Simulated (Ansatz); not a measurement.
Basis-set extrapolation for C$_{5}$H$_{11}$NSi, SMILES `C=CCN([SiH3])C=C` (PBE0-D4/def2-TZVP geometry, frozen core, Ansatz). Multiplicity 1, RHF reference.

|  | def2-TZVPP | def2-QZVPP |
| --- | --- | --- |
| HF | -539.196035 | -539.216787 |
| MP2 correlation | -1.157168 | -1.232611 |
| CCSD(T) correlation | -1.276261 | not run |

Energies in hartree. Use E(X) = E(∞) + A·exp(−7.88·√X) for Hartree–Fock and E(X) = E(∞) + B·X^(−2.97) for correlation, with X = 3 and 4, and add CCSD(T) minus MP2 of the smaller set to the MP2 limit.

Problem. What is the CCSD(T) energy at the basis-set limit?

Solution. HF limit: -539.216787 + (-0.020752) × 0.13774 = -539.21965. MP2 limit: -1.232611 + (-0.075443) × 0.74074 = -1.28849. Higher-order term: -1.276261 − (-1.157168) = -0.11909. Total: -540.62723 hartree, 97.2 kcal/mol below CCSD(T)/def2-TZVPP.
